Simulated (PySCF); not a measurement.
Er⁵²⁺ (erbium, charge +52) across methods

[Ne] 3s2 3p4, high-spin 3P determinant. Computed with PySCF 2.14 in an uncontracted even-tempered set (16 s from 12 bohr⁻², ratio 2.5; 10 p from 15 bohr⁻², ratio 2.5; 4 d from 64 bohr⁻², ratio 2.7; 4 f from 97 bohr⁻², ratio 2.7), with the non-relativistic Hamiltonian (point nucleus). The B2PLYP total includes its PT2 part (frozen core); its orbital energies are those of the SCF part.

| method | E (hartree) | mean ε 3s β (eV) | mean ε 3p α (eV) | mean ε 3p β (eV) | Σ⟨r²⟩ (bohr²) | ⟨S²⟩ |
| --- | --- | --- | --- | --- | --- | --- |
| PBE0 | -9795.49 | -4885.8 | -4774.5 | -4754.8 | 0.3848 | 2.000 |
| B2PLYP | -9796.03 | -4899.4 | -4789.3 | -4768.4 | 0.3849 | 2.000 |
| PBE | -9795.36 | -4872.9 | -4760.8 | -4742.2 | 0.3848 | 2.000 |
| r2SCAN | -9795.81 | -4875.7 | -4765.7 | -4744.8 | 0.3850 | 2.000 |
| LDA | -9787.91 | -4871.1 | -4758.8 | -4739.9 | 0.3850 | 2.000 |
| UHF | -9795.14421 | -4922.1 | -4813.6 | -4790.6 | 0.3851 | 2.001 |

Q: Estimate the same row for TPSS.

A: E (hartree) = -9796.09; mean ε 3s β (eV) = -4874.8; mean ε 3p α (eV) = -4761.8; mean ε 3p β (eV) = -4743.2; Σ⟨r²⟩ (bohr²) = 0.3848; ⟨S²⟩ = 2.000.

A non-relativistic calculation at this Z misses sizeable relativistic shifts. Spin-orbit coupling is strong in this species (close to jj coupling), so the high-spin LS determinant is a model state, not a physical level.
